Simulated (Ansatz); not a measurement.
Born–Oppenheimer molecular dynamics of C3H6AlFS (12 atoms, charge 0, multiplicity 1). It starts from a relaxed structure.

The calculation used RKS B3LYP-D4/STO-3G in Ansatz 0.2.0.

* ensemble: NVT, Langevin thermostat
* time step: 2 fs
* steps asked: 40
* set temperature: 100 K
* friction: 0.05 /fs
* seed: 481880

Frames 4 fs apart, positions in Å.

Velocities at 0.0 fs (Å/ps):

```
C -1.84 0.29 -3.53
C -0.41 -2.77 6.00
F 0.21 -0.49 1.82
S 0.00 2.13 0.47
C 1.24 1.68 0.92
Al 0.44 -0.65 -2.32
H 8.21 -0.97 -6.86
H -4.47 5.54 -8.01
H -16.80 -22.30 -13.05
H -0.74 -8.53 3.98
H 9.21 3.11 6.24
H 0.91 -8.16 -9.86
```

```xyz
12
Properties=species:S:1:pos:R:3 time_fs=0.0 energy_less_start_eV=0.000 T=92
C 0.518 -1.217 -0.095
C 1.441 -0.264 0.445
F 2.366 -0.649 1.359
S 1.319 1.455 0.148
C -0.413 1.395 -0.523
Al -1.274 -0.190 0.287
H 0.658 -2.241 0.270
H 0.396 -1.161 -1.184
H -0.332 1.351 -1.623
H -0.838 2.383 -0.280
H -2.331 -0.854 -0.548
H -1.433 -0.064 1.775
12
Properties=species:S:1:pos:R:3 time_fs=4.0 energy_less_start_eV=0.078 T=55
C 0.512 -1.210 -0.109
C 1.434 -0.273 0.465
F 2.364 -0.653 1.366
S 1.319 1.462 0.152
C -0.409 1.399 -0.528
Al -1.272 -0.190 0.279
H 0.674 -2.251 0.245
H 0.386 -1.114 -1.212
H -0.371 1.281 -1.641
H -0.854 2.371 -0.280
H -2.309 -0.862 -0.518
H -1.406 -0.095 1.735
12
Properties=species:S:1:pos:R:3 time_fs=8.0 energy_less_start_eV=0.066 T=47
C 0.509 -1.208 -0.117
C 1.425 -0.276 0.476
F 2.362 -0.657 1.372
S 1.319 1.468 0.156
C -0.412 1.397 -0.536
Al -1.268 -0.187 0.275
H 0.640 -2.246 0.209
H 0.405 -1.075 -1.192
H -0.353 1.292 -1.612
H -0.896 2.381 -0.314
H -2.329 -0.913 -0.514
H -1.397 -0.122 1.773
12
Properties=species:S:1:pos:R:3 time_fs=12.0 energy_less_start_eV=0.073 T=45
C 0.515 -1.212 -0.122
C 1.422 -0.269 0.472
F 2.361 -0.660 1.376
S 1.314 1.470 0.159
C -0.420 1.391 -0.527
Al -1.266 -0.183 0.270
H 0.582 -2.256 0.160
H 0.431 -1.056 -1.210
H -0.310 1.310 -1.647
H -0.856 2.373 -0.355
H -2.329 -0.914 -0.520
H -1.418 -0.105 1.776
12
Properties=species:S:1:pos:R:3 time_fs=16.0 energy_less_start_eV=0.073 T=27
C 0.515 -1.217 -0.121
C 1.423 -0.268 0.468
F 2.360 -0.665 1.375
S 1.309 1.471 0.156
C -0.417 1.383 -0.522
Al -1.270 -0.186 0.274
H 0.578 -2.283 0.144
H 0.446 -1.053 -1.196
H -0.300 1.312 -1.611
H -0.825 2.407 -0.346
H -2.320 -0.895 -0.531
H -1.435 -0.042 1.751
12
Properties=species:S:1:pos:R:3 time_fs=20.0 energy_less_start_eV=0.062 T=44
C 0.518 -1.222 -0.116
C 1.430 -0.270 0.461
F 2.359 -0.667 1.368
S 1.307 1.468 0.152
C -0.415 1.389 -0.511
Al -1.274 -0.193 0.279
H 0.629 -2.270 0.163
H 0.430 -1.061 -1.207
H -0.301 1.304 -1.619
H -0.807 2.386 -0.334
H -2.321 -0.911 -0.549
H -1.435 -0.012 1.753
12
Properties=species:S:1:pos:R:3 time_fs=24.0 energy_less_start_eV=0.041 T=99
C 0.538 -1.226 -0.120
C 1.435 -0.278 0.446
F 2.360 -0.669 1.366
S 1.303 1.461 0.152
C -0.420 1.398 -0.508
Al -1.275 -0.201 0.285
H 0.695 -2.276 0.186
H 0.383 -1.132 -1.206
H -0.317 1.324 -1.607
H -0.850 2.392 -0.277
H -2.291 -0.915 -0.532
H -1.419 0.006 1.789
12
Properties=species:S:1:pos:R:3 time_fs=28.0 energy_less_start_eV=0.070 T=88
C 0.553 -1.232 -0.126
C 1.442 -0.287 0.440
F 2.356 -0.674 1.371
S 1.300 1.454 0.154
C -0.428 1.409 -0.510
Al -1.274 -0.210 0.295
H 0.753 -2.251 0.214
H 0.332 -1.208 -1.194
H -0.337 1.372 -1.606
H -0.908 2.355 -0.209
H -2.292 -0.938 -0.536
H -1.412 -0.016 1.768
12
Properties=species:S:1:pos:R:3 time_fs=32.0 energy_less_start_eV=0.097 T=64
C 0.563 -1.239 -0.132
C 1.448 -0.287 0.431
F 2.349 -0.678 1.367
S 1.294 1.451 0.153
C -0.434 1.408 -0.506
Al -1.268 -0.216 0.307
H 0.770 -2.243 0.253
H 0.324 -1.236 -1.202
H -0.377 1.449 -1.619
H -0.942 2.327 -0.175
H -2.301 -0.946 -0.548
H -1.411 -0.056 1.779
12
Properties=species:S:1:pos:R:3 time_fs=36.0 energy_less_start_eV=0.107 T=94
C 0.563 -1.252 -0.131
C 1.441 -0.278 0.420
F 2.344 -0.681 1.359
S 1.285 1.450 0.153
C -0.439 1.403 -0.497
Al -1.259 -0.221 0.315
H 0.748 -2.247 0.295
H 0.352 -1.229 -1.209
H -0.418 1.497 -1.588
H -0.927 2.332 -0.158
H -2.250 -0.883 -0.529
H -1.423 -0.102 1.836
12
Properties=species:S:1:pos:R:3 time_fs=40.0 energy_less_start_eV=0.092 T=109
C 0.557 -1.256 -0.127
C 1.438 -0.278 0.404
F 2.334 -0.682 1.352
S 1.282 1.452 0.152
C -0.449 1.411 -0.486
Al -1.240 -0.224 0.332
H 0.680 -2.253 0.295
H 0.422 -1.211 -1.197
H -0.400 1.517 -1.591
H -0.862 2.362 -0.108
H -2.267 -0.871 -0.541
H -1.462 -0.150 1.827
12
Properties=species:S:1:pos:R:3 time_fs=44.0 energy_less_start_eV=0.172 T=73
C 0.542 -1.254 -0.130
C 1.441 -0.293 0.393
F 2.330 -0.683 1.344
S 1.287 1.453 0.154
C -0.460 1.423 -0.474
Al -1.224 -0.223 0.342
H 0.623 -2.272 0.284
H 0.460 -1.218 -1.236
H -0.378 1.488 -1.571
H -0.813 2.370 -0.060
H -2.266 -0.867 -0.551
H -1.488 -0.191 1.784
```

Of the whole run (80 fs, mean temperature of the second half 84 K): The mean temperature of the second half is 16 % below the set value. A step of 2 fs is long for free X–H stretches (periods near 10 fs) and can bias their spread and the temperature. A run of 0.08 ps of so small a system gives no equilibrium averages. Limits of this set-up: minimal basis.

Time of the run: 110 s on 1 thread of Intel(R) Xeon(R) Platinum 8488C (Sapphire Rapids) (shared host), peak memory 0.12 GiB.
